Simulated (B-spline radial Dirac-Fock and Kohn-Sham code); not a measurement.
These are calculated numbers from an atomic code on a B-spline grid; the model is the Dirac equation of a negative muon with reduced mass in the field of a spherical finite nucleus, with the Uehling potential to all orders; nuclear polarisation, deformation, hyperfine structure, self-energy, higher-order vacuum polarisation, relativistic recoil and electron screening are left out. The nuclear charge is a Gaussian distribution.

Question: A muonic atom of atomic mass 19.00 u emits these computed lines: 2p3/2 → 1s1/2 168.5 keV, 3d5/2 → 2p3/2 31.55 keV, 4f7/2 → 3d5/2 11.02 keV, 5g9/2 → 4f7/2 5.099 keV. Which element is it, and what rms charge radius was used?

Answer: Fluorine (Z = 9, nuclide ¹⁹F); the high transitions hardly feel the nucleus and fix Z. The 2p → 1s line lies 1.577 keV below the value for a point nucleus without QED, which for this nuclear model gives a radius near 2.90 fm (2.8976 fm was used).
